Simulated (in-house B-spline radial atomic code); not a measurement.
A calculation on Sr4+: its settings, and results tabulated from the run. All numbers are computed (Dirac-Kohn-Sham B3LYP, spherical fractional occupations, exact exchange averaged over the configuration; Fermi nucleus of rms radius 4.224 fm) with a radial B-spline atomic code at the basis-set limit, not measured.

Command:
```bash
python run_scf.py task.json out
```
Settings (nuclear radius in fm, mass in u):
```
Z                38
configuration    [Ar] 3d10 4s2 4p4
hamiltonian      dirac
method           b3lyp
spin_polarised   False
nucleus          fermi
rms_radius       4.224
atomic_mass      87.90561
speed_of_light   137.035999084
exact_exchange   averaged over the configuration
```

Output (hartree, bohr):
```
 radial grid: 68 intervals, B-splines of order 8, outer radius 22.1277 bohr

 iter        energy (Eh)    residual
    1       -3173.328199    4.42e-01
    2       -3174.965164    2.36e-01
    3       -3175.825702    2.68e-02
    4       -3175.848069    8.34e-03
    5       -3175.849174    2.64e-03
    6       -3175.849356    9.76e-04
    7       -3175.849365    5.58e-05
    8       -3175.849365    3.90e-07
    9       -3175.849365    2.50e-08

 total energy                     -3175.84937
 kinetic                            3271.1943
 electron-nucleus                  -7604.6366
 Hartree                            1261.5772
 exact exchange                      -20.3243
 exchange-correlation                -83.6599

 first-order corrections (not in the total)
   Gaunt                             1.9045
   retardation                      -0.1852
   frequency dependence             -0.0096
   self-energy                       1.2770
   Uehling                          -0.1363
   Wichmann-Kroll                    0.0017
   recoil                            0.0142

 orbital      occ     eigenvalue          <r>       <r^2>       <1/r>       r_max    small
 1s1/2      2.000      -589.3145    0.0391604  0.00206676     38.9948     0.02553  1.91e-02
 2s1/2      2.000       -81.8296     0.172103   0.0349806     8.78489      0.1452  3.84e-03
 2p1/2      2.000       -74.5910     0.147463   0.0266912      8.7511      0.1137  3.83e-03
 2p3/2      4.000       -72.0714     0.151636   0.0280948      8.4116      0.1171  3.73e-03
 3s1/2      2.000       -14.3513     0.491002    0.276785     2.93916      0.4355  9.71e-04
 3p1/2      2.000       -11.7090     0.490544    0.281043     2.82853      0.4246  9.18e-04
 3p3/2      4.000       -11.3183     0.500837    0.292751     2.74774      0.4335  8.90e-04
 3d3/2      4.000        -6.6803     0.494048    0.296968     2.52645      0.3747  7.74e-04
 3d5/2      6.000        -6.6120     0.497657    0.301181     2.50546      0.3774  7.66e-04
 4s1/2      2.000        -3.1728      1.29959     1.90663     1.03657       1.166  2.00e-04
 4p1/2      1.333        -2.4711      1.42817     2.31844    0.931971       1.261  1.68e-04
 4p3/2      2.667        -2.4191      1.45294     2.39862    0.912807       1.284  1.64e-04
```

Time taken, with all properties: 1.7 s on 1 thread of Arm Neoverse V2, on a shared host.

For the Dirac Hamiltonian the kinetic term is c α·p + (β - 1)c².
